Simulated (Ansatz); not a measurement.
One change: `CCB(O)O` becomes `C[CH2][Ga]([OH])[OH]`.

Ansatz, PBE0-D4/def2-TZVP geometries, multiplicity 1. Each molecule was computed in one conformer, which needn't be the lowest.

Scalar relativity is left out up to krypton.

| property | `CCB(O)O` |
| --- | --- |
| HOMO–LUMO gap (B3LYP/def2-TZVPP) / eV | 8.87 |
| HOMO energy (PBE0/def2-TZVPP) / eV | -8.74 |
| HOMO energy (ωB97M-V/def2-TZVPP) / eV | -11.08 |
| LUMO energy (B3LYP/def2-TZVPP) / eV | 0.33 |
| HOMO–LUMO gap (PBE/def2-TZVPP) / eV | 7.14 |
| zero-point energy (PBE0-D4/def2-TZVP) / kJ/mol | 262.4 |

(1) Give the same properties after the change, and the shifts. (Best estimate.)

## Answers

(1) Ansatz gave: 
```tsv
property	`C[CH2][Ga]([OH])[OH]`	shift
HOMO–LUMO gap (B3LYP/def2-TZVPP) / eV	7.46	-1.41
HOMO energy (PBE0/def2-TZVPP) / eV	-8.24	0.50
HOMO energy (ωB97M-V/def2-TZVPP) / eV	-10.48	0.60
LUMO energy (B3LYP/def2-TZVPP) / eV	-0.59	-0.92
HOMO–LUMO gap (PBE/def2-TZVPP) / eV	5.68	-1.46
zero-point energy (PBE0-D4/def2-TZVP) / kJ/mol	241.5	-20.9
```

With PBE0 the HOMO rises by 0.50 eV and the LUMO falls by 0.90 eV, so the gap narrows by about 1.40 eV. PBE moves the HOMO by 0.48 eV and ωB97M-V by 0.60 eV.

B3LYP here is the variant with VWN-RPA as its local correlation; programs differ in this.
